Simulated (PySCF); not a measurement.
Isomers of C5H12SSi. Computed with TDDFT CAM-B3LYP/def2-SVPD, vertical, gas phase, core orbitals frozen in the response in PySCF 2.14.0, density-fitted response routines. Geometries: GFN2-xTB; one conformer of each isolated species. Triplets are in the Tamm–Dancoff approximation. 'Strongest' means the level of largest summed f among the lowest 8 singlets; it needn't be the same kind of state in each.

**Question.** Rank by computed LUMO energy, lowest first.
A. `[SiH3][C@@H]1CCCSC1`
B. `CC(C)S[C@H]1C[SiH2]1`
C. `C[SiH2]CC1CSC1`
D. `CC(C)[C@H]1CS[SiH2]1`

**Answer.** D (0.62 eV), B (0.85 eV), C (0.98 eV), A (1.10 eV).

```json
{"SMILES": "CC(C)[C@H]1CS[SiH2]1", "LUMO (eV)": "0.62", "strongest (eV)": "7.13", "first f ≥ 0.01 (nm)": "189", "gap (eV)": "8.54", "HOMO (eV)": "-7.92", "S1 mainly": "H→L (66%)"}
{"SMILES": "CC(C)S[C@H]1C[SiH2]1", "LUMO (eV)": "0.85", "strongest (eV)": "6.83", "first f ≥ 0.01 (nm)": "242", "gap (eV)": "7.99", "HOMO (eV)": "-7.13", "S1 mainly": "H→L+2 (46%)"}
{"SMILES": "C[SiH2]CC1CSC1", "LUMO (eV)": "0.98", "strongest (eV)": "6.53", "first f ≥ 0.01 (nm)": "210", "gap (eV)": "8.56", "HOMO (eV)": "-7.59", "S1 mainly": "H→L (84%)"}
{"SMILES": "[SiH3][C@@H]1CCCSC1", "LUMO (eV)": "1.10", "strongest (eV)": "7.42", "first f ≥ 0.01 (nm)": "204", "gap (eV)": "8.68", "HOMO (eV)": "-7.58", "S1 mainly": "H→L+1 (35%)"}
```

H and L stand for HOMO and LUMO.

Without π bonds the low states are Rydberg-like; a valence basis with one diffuse set may place them up to an eV too high.
